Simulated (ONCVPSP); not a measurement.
## N (Z = 7), ONCV: configuration errors across variants

N, optimised norm-conserving Vanderbilt (ONCV), made with ONCVPSP 4.0.1 (PBEsol, scalar-relativistic). Core [He], reference 2s2 2p3. Waves: 2s: rc 0.85 bohr, ncon 5, nbas 9, qcut 9.5 1/bohr, 1 projector; 2p: rc 1.55 bohr, ncon 4, nbas 8, qcut 10.1 1/bohr, 2 projectors, debl 0.5 Ha. Local part: polynomial inside 0.55 bohr (lpopt 5, dvloc0 6 Ha). Core correction: Teter function, fcfact 2.25, rcfact 1.35.

All-electron excitation energies from the reference (eV): (1) 2s2 2p2 13.521; (2) 2s2 2p1 42.258; (3) 2s2 2p0 89.143; (4) 2s2 2p2.5 5.063.

Errors AE − PS in meV (a dash: test not solved or not reliable):

```tsv
change	(1)	(2)	(3)	(4)	bound ghosts	GHOST(+) flags above zero
base	+11	+106	+471	+1.6	none	none
p: qcut 12.9	+9.1	+87	+395	+1.2	none	none
all radii but the core radius scaled by about 1.33 (s 1.14, p 2.06 bohr); local potential polynomial inside 0.74 bohr (lpopt 5, dvloc0 6 Ha)	+27	+223	+895	+4.1	none	none
```

Q: Give the same row for: local potential polynomial inside 0.70 bohr (lpopt 3, dvloc0 0 Ha).

A: +11, +106, +468, +1.6; bound ghosts: none; GHOST(+) flags above zero: none.
